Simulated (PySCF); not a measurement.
Electron correlation in Pb (lead, neutral)

[Xe] 4f14 5d10 6s2 6p2, high-spin 3P determinant. All numbers are calculated (PySCF 2.14, scalar relativity through the core potential, in def2-TZVPPD with the def2 core potential (60 electrons)). Frozen: 5s2 5p6 5d10; 4 electrons correlated.

| level | correlation energy (mhartree) |
| --- | --- |
| CCSD | -46.94 |
| (T) | -1.05 |
| CCSD(T) | -47.99 |

Diagnostics: T1 = 0.0075, D1 = 0.0193, largest double amplitude 0.061.

Task: Is a single reference adequate?

Result: Yes, within this model without spin-orbit coupling: T1 lies below 0.03 and no double amplitude reaches 0.07.

Spin-orbit coupling is strong in this species, so the high-spin LS determinant is a model state.
